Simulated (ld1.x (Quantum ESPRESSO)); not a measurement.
**palladium (Pd): variants of one TM potential**

Base potential:

```
Element                 : Pd (Z = 46)
Generator               : ld1.x (Quantum ESPRESSO) 7.5
Type                    : norm-conserving Troullier–Martins (Kleinman–Bylander form)
Functional              : LDA (PZ)
Relativity              : fully relativistic
Frozen core             : [Kr]
Valence charge          : 10
Reference configuration : 4d8.5 5s0 5p0 (charge +1.5)
Partial waves           : 5s (bound, empty): rc 2.35 bohr; 5p (bound, empty): rc 3.00 bohr; 4d (bound): rc 2.00 bohr
Local potential         : all-electron potential smoothed inside 1.60 bohr (lloc = -2)
Core correction         : a·sin(br)/r model core inside 0.95 bohr
```

Open shells are filled in proportion to 2j + 1 (rel_dist='average').

All-electron outer shells of the reference configuration (LDA (PZ), scalar-relativistic, ld1.x):

| shell | level (eV) | outermost node (bohr) | outermost maximum (bohr) |
| --- | --- | --- | --- |
| 4p | -69.19 | 0.46 | 0.91 |
| 4d | -21.01 | 0.45 | 1.09 |
| 5s | -15.83 | 1.14 | 2.33 |
| 5p | -10.13 | 1.28 | 2.85 |

Cutoffs, loose and tight: the cutoffs (Ry, on a coarse ladder) from which the occupation-weighted sum of valence levels, in a spherical-Bessel basis at the reference potential, stays within 10 and 1 mRy of its value at 400 Ry. They do not see the model core or the augmentation charge, which bear on the density cutoff. Test errors are all-electron minus pseudo excitation energies from the reference, over the configurations 4d10 5s0 5p0; 4d9 5s0 5p0; 4d8 5s0 5p0; 4d9.5 5s0 5p0; 4d9 5s1 5p0; 4d6 5s0 5p0; 4d9 5s0 5p1. A dash means not determined; rows that change the core or the reference have their own tests. The largest error is taken over the tests solved by every variant that gives reliable tests at all: 4d10 5s0 5p0; 4d6 5s0 5p0; 4d9 5s0 5p0; 4d9 5s0 5p1; 4d9.5 5s0 5p0.

A true bound ghost makes a file unfit for plane-wave use even where its test errors are small: the radial tests pick states by their node count and pass the ghost by. Where a test does run into it, the solver fails or the error is huge.

Cutoffs are not given where the Bessel-basis levels miss the radial ones by over 6 mRy, ghosts where they miss by over 20 mRy; a channel whose overlap is not positive is not tested.

```tsv
change	outcome	cutoff, loose	cutoff, tight	bound ghosts	largest test error (meV)
base	generated	50 Ry	80 Ry	s	-794
core [Ar] 3d10, valence charge 18; reference 4s2 4p6 4d7 5s0 5p0; waves now 4s (bound): rc 1.70 bohr; 4p (bound): rc 0.95 bohr; 4d (bound): rc 1.30 bohr; local potential all-electron potential smoothed inside 1.00 bohr (lloc = -1); core correction none	generated	–	–	not determined	-186 over the solved tests; 1 of 7 tests not solved or not reliable
all radii but the core radius scaled by about 1.39 (s 3.28, p 4.18, d 2.78 bohr); local potential all-electron potential smoothed inside 2.24 bohr (lloc = -2)	generated	35 Ry	55 Ry	none	-176
core correction a·sin(br)/r model core inside 1.58 bohr	generated	50 Ry	80 Ry	s	-713
reference 4d10 5s0 5p0	generated	50 Ry	80 Ry	s	-1348 over the solved tests; 2 of 7 tests not solved or not reliable
local potential the s channel	generated	50 Ry	80 Ry	none	-1423
functional PBE	generated	50 Ry	80 Ry	s	-837
scalar-relativistic	generated	50 Ry	80 Ry	s	-806
local potential all-electron potential smoothed inside 2.94 bohr (lloc = -2)	generated	50 Ry	80 Ry	none	-1425
wave 5p (bound): rc 3.00 bohr becomes 5p (bound): rc 2.44 bohr	generated	50 Ry	80 Ry	s	-793
wave 5s (bound): rc 2.35 bohr becomes 5s (bound): rc 2.24 bohr	generated	50 Ry	80 Ry	s	-794
type ultrasoft; waves now 5s (bound): rcut 2.05, rcutus 2.35 bohr; 5s channel at 3.35 Ry: rcut 2.05, rcutus 2.35 bohr; 5p (bound): rcut 2.60, rcutus 3.00 bohr; 5p channel at 1.25 Ry: rcut 2.60, rcutus 3.00 bohr; 4d (bound): rcut 1.75, rcutus 2.00 bohr; 4d channel at -0.75 Ry: rcut 1.75, rcutus 2.00 bohr; local potential all-electron potential smoothed inside 2.25 bohr (lloc = -1); augmentation PSQ, inside the norm-conserving radii	generated	30 Ry	45 Ry	none	test run stopped at test 1 of 7 (negative rho)
```

Task: What comes out with this change to the base: wave 4d (bound): rc 2.00 bohr becomes 4d (bound): rc 2.44 bohr?

Result: outcome: generated; cutoff, loose: 40 Ry; cutoff, tight: 70 Ry; bound ghosts: s; largest test error (meV): -498.
